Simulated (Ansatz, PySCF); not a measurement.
Reaction R1 + 3 R2 → P1, each structure at its B3LYP-D3(BJ)/def2-TZVP stationary point, reached from a drawn start (curvature not checked).
R1: O3W (SMILES [O]=[W](=[O])=[O]), charge 0, multiplicity 1.
P1, H6O6W (SMILES [OH][W]([OH])([OH])([OH])([OH])[OH]) (charge 0, multiplicity 1, Z-matrix in Å and degrees):
```
W
O 1 1.8934
H 2 0.9641 1 120.75
O 1 1.8934 2 93.24 3 176.61
H 4 0.9641 1 120.74 2 -90.04
O 1 1.8934 2 93.23 3 -89.94
H 6 0.9641 1 120.73 2 176.56
O 1 1.9608 2 79.77 3 13.08
H 8 0.9634 1 113.51 2 -168.27
O 1 1.9608 2 103.40 3 96.37
H 10 0.9634 1 113.51 2 -77.35
O 1 1.9608 2 162.23 3 -23.96
H 12 0.9634 1 113.51 2 123.84
```
R2: H2O (SMILES O), charge 0, multiplicity 1.

P less R. No zero-point or thermal terms; no spin–orbit coupling.

Frozen-core correlation throughout.

The values were computed with Ansatz (Gaussian orbitals); PySCF for the D3/D4 terms. All values are computed, each at the level named. Elements past Kr take the def2 small-core potentials, without spin–orbit coupling.

| level | reaction energy (kJ/mol) |
|---|---|
| HF/def2-SVP | -453.4 |
| BLYP/def2-TZVPP | -330.4 |
| B3LYP/def2-TZVPP | -373.3 |
| BHLYP-D4/def2-TZVPP | -455.1 |
| CAM-B3LYP/def2-TZVPP | -428.7 |
| wB97M-V/def2-TZVPP | -438.8 |
| B2PLYP-D4/def2-TZVPP | -355.7 |
| SCS-MP2/def2-SVP | ___ |
| CCSD(T)/def2-SVP | ___ |

**Question.** What belongs in the gaps?

**Answer.** 
- SCS-MP2/def2-SVP, reaction energy (kJ/mol): -298.8
- CCSD(T)/def2-SVP, reaction energy (kJ/mol): -365.2

Ansatz is a first-principles code.
